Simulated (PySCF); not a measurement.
Radial density of Cl⁺ (chlorine, charge +1)

PBEsol, [Ne] 3s2 3p4, high-spin 3P determinant. Calculation: PySCF 2.14, in aug-cc-pwCVDZ; the non-relativistic Hamiltonian (point nucleus).

| r (bohr) | 4πr²ρ (e/bohr) | 4πr²(ρα − ρβ) |
| --- | --- | --- |
| 0.00127 | 0.06185 | 0.0000 |
| 0.00213 | 0.1704 | 0.0000 |
| 0.00358 | 0.4579 | 0.0000 |
| 0.00603 | 1.194 | 0.0000 |
| 0.0101 | 2.936 | 0.0001 |
| 0.0171 | 6.579 | 0.0003 |
| 0.0287 | 12.57 | 0.0020 |
| 0.0482 | 18.55 | 0.0114 |
| 0.0811 | 18.45 | 0.0519 |
| 0.136 | 13.49 | 0.1732 |
| 0.230 | 16.72 | 0.3124 |
| 0.386 | 17.85 | 0.1384 |
| 0.650 | 6.221 | 0.1008 |
| 1.09 | 4.032 | 1.1457 |
| 1.84 | 3.047 | 1.0513 |
| 3.09 | 0.4000 | 0.1458 |
| 5.20 | 0.004836 | 0.0016 |
| 8.74 | 1.137e-05 | 0.0000 |
